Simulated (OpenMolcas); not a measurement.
A calculation on V²⁺.

```
Program             : OpenMolcas
Method              : CASSCF
Basis               : ANO-RCC-VQZP [7s6p4d3f2g1h]
Scalar Hamiltonian  : DKH2, point nucleus
Active space        : 3 electrons in 5 orbitals (3d)
State averaging     : 2S+1 = 4 even, 10 roots; 2S+1 = 2 even, 40 roots
Spin-orbit coupling : state interaction with AMFI integrals over the reference wave functions, term energies averaged over their components
```

Question: Which level of the active space comes out lowest?

Answer: 3d3 4F 3/2, with 100 % of that term; it is also the measured ground level.

Question: How high does 3d3 4F 5/2 lie?

Answer: 0.0191 eV above the lowest level; measured 0.0180 eV above the ground level, so the calculation is off by +6 %.

Question: How high does 3d3 2H 11/2 lie?

Answer: 2.4790 eV above the lowest level; measured 2.1050 eV above the ground level, so the calculation is off by +18 %.

Question: How high does 3d3 4F 7/2 lie?

Answer: 0.0453 eV above the lowest level; measured 0.0423 eV above the ground level, so the calculation is off by +7 %.

Question: The level at 2.4677 eV has J = 3/2. What is it made of, and what is its g factor?

Answer: 94 % 3d3 2P 3/2, 5 % 3d3 2D(1); g = 1.307, against 1.334 from Landé's formula for the pure leading term.

Measured values: Sugar and Corliss, J. Phys. Chem. Ref. Data 7, 1191 (1978).

Without dynamic correlation excited terms often stand tens of per cent too high (terms of higher spin than the ground term too low), and those without a measured partner can miss by more than the paired ones. Computed and measured levels are paired by configuration, term and J; levels that our copy of the source lacks, or whose pairing is in doubt (as where it misses far off the trend of its configuration), stay unpaired and out of the deviations. Levels of configurations outside the active space are missing.

A number in round brackets counts repeated terms of one configuration in the order of the reference energies.
